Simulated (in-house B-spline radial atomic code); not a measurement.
The outermost shell (largest non-relativistic mean radius) with and without relativity; Dirac values are averaged over j. Computed with a B-spline radial code for spherical atoms: non-relativistic Hartree-Fock and Dirac-Hartree-Fock, averages of the configuration (point nuclei without relativity, finite nuclei with it).

```tsv
ion	configuration	outermost shell	radius non-relativistic (bohr)	radius Dirac (bohr)	radius change (%)	level non-relativistic (eV)	level Dirac (eV)
Mg6+	[He] 2s2 2p2	2s	0.60964	0.6082	-0.23562	-247.198	-247.74
Al6+	[He] 2s2 2p3	?	?	?	?	?	?
Si6+	[He] 2s2 2p4	2s	0.53279	0.53104	-0.32752	-294.278	-295.23
P6+	[He] 2s2 2p5	2s	0.50111	0.4992	-0.37963	-319.219	-320.44
S6+	[He] 2s2 2p6	?	?	?	?	?	?
Cl6+	[Ne] 3s1	3s	1.2834	1.2792	-0.3298	-113.395	-113.75
Ar6+	[Ne] 3s2	3s	1.2009	1.1965	-0.37024	-122.040	-122.47
```

Task: Fill in the row of Al6+.

Result: outermost shell: 2s; radius non-relativistic (bohr): 0.56867; radius Dirac (bohr): 0.56708; radius change (%): -0.27952; level non-relativistic (eV): -270.272; level Dirac (eV): -271.

Task: Fill in the row of S6+.

Result: outermost shell: 2s; radius non-relativistic (bohr): 0.47294; radius Dirac (bohr): 0.47088; radius change (%): -0.4359; level non-relativistic (eV): -345.099; level Dirac (eV): -346.65.

Task: Which member changes most?

Result: Sulfur (S6+): its 2s shell contracts by 0.4 %.
